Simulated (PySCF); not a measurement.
Start geometry of cyclo-(H2GeO)2, Ge2H4O2 from GFN2-xTB (Å):
```
atom  x, y, z in Å
Ge1   -0.5309   -0.5111    1.0736
H2    -1.2455   -1.8090    1.0856
H3    -0.7309    0.4005    2.2777
O4     1.1826   -0.4890    0.3920
Ge5    0.5828    0.4133   -1.0920
H6     0.6589   -0.3916   -2.3120
H7     1.2571    1.7884   -1.0908
O8    -1.0358    0.5129   -0.4178
```

Question: What comes out of this run: PBE0-D3(BJ)/def2-SVP geometry optimisation, gas phase in PySCF?

Answer: 
```
atom  x, y, z in Å
Ge1   -0.587   -0.457    1.053
H2    -1.244   -1.845    1.120
H3    -0.709    0.349    2.357
O4     1.097   -0.504    0.396
Ge5    0.620    0.437   -1.073
H6     0.739   -0.374   -2.373
H7     1.286    1.821   -1.148
O8    -1.063    0.486   -0.415
```

The energy falls by 5.7 kcal/mol over 6 energy and gradient evaluations, the largest force component goes from 0.0371 to 3.6e-04 Eh/bohr, and the atoms move by 0.075 Å rms after alignment. The bond that changes most is Ge5–H6 (ends: germanium bonded to 2 O and 2 H; hydrogen on germanium), which lengthens by 0.073 Å. Bonds longer at the end by more than 0.005 Å: 5 of 8; shorter: 3. Among the angles that change most is H3–Ge1–O8, from 105.4° to 113.2°. Rotational constants go from 8512, 1838, 1575 to 8850, 1833, 1582 MHz. The orientation of the end geometry is arbitrary; only internal coordinates are fixed.

The run used 112 basis functions and 41 SCF cycles in all.

Stationary, but not proved a minimum. One conformer, not necessarily the lowest.
